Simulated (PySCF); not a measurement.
Niobium: a sound run and one with changed settings

Sound run: Nb⁺ [Kr] 4d4, Nb²⁺ [Kr] 4d3. All numbers are calculated (PySCF 2.14, a scalar-relativistic core potential, in cc-pVTZ-PP with ECP28MDF (5s5p4d2f1g, 63 functions)). The sound run starts from symmetry-adapted Hartree-Fock orbitals and uses a fine grid where one is needed.

A second run was set up differently.

```csv
species,method,sound run (hartree),changed run (hartree),converged
Nb⁺,UHF,-55.92933,-55.92933,yes
Nb⁺,PBE0,-56.38176,-54.68295,yes
Nb⁺,M06-L,-56.38979,-54.23130,yes
Nb²⁺,UHF,-55.44967,-55.44967,yes
Nb²⁺,PBE0,-55.85528,-53.99657,yes
Nb²⁺,M06-L,-55.87768,-53.44757,yes
```

Ionisation energy of Nb⁺:

```csv
method,sound run (eV),changed run (eV)
UHF,13.052,13.052
PBE0,14.326,18.677
M06-L,13.935,21.326
```

(1) What was changed?
A. radial grid too coarse
B. minimal basis
C. level shift left on
D. too few SCF iterations

Results:

(1) A. It used radial step 1.2 in ln r (0.13 in the sound run). A coarse radial grid mis-integrates the density and the exchange-correlation energy, with errors of either sign; Hartree-Fock needs no grid.
